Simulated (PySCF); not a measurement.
This script is equivalent to a calculation on Br⁺ (bromine, charge +1).

```python
from pyscf import gto, scf, dft, mp, cc
import basis_set_exchange as bse
txt = bse.get_basis("aug-cc-pVDZ-PP", elements=["Br"], fmt="nwchem", header=False)
cut = txt.index("\nECP")
mol = gto.M(atom="Br 0 0 0", charge=1, spin=2, symmetry="D2h",
            basis=gto.basis.parse(txt[:cut]),
            ecp={"Br": gto.basis.parse_ecp(txt[cut:])})
mf = dft.UKS(mol, xc="B3LYP")
mf.irrep_nelec = {'Ag': (4, 4), 'B1g': (1, 1), 'B2g': (1, 1), 'B3g': (1, 1), 'B1u': (2, 1), 'B2u': (2, 2), 'B3u': (2, 1)}
mf.kernel()
```

Problem. What total energy does it give?

Solution. -416.425 hartree (calculated).

Problem. Which occupied shell lies highest, and where?

Solution. 4p β, at -17.554 eV.

Problem. What is ⟨S²⟩, and what would a pure spin state give?

Solution. 2.002, against 2.00.

Energies and moments cover only the electrons outside the core potential.
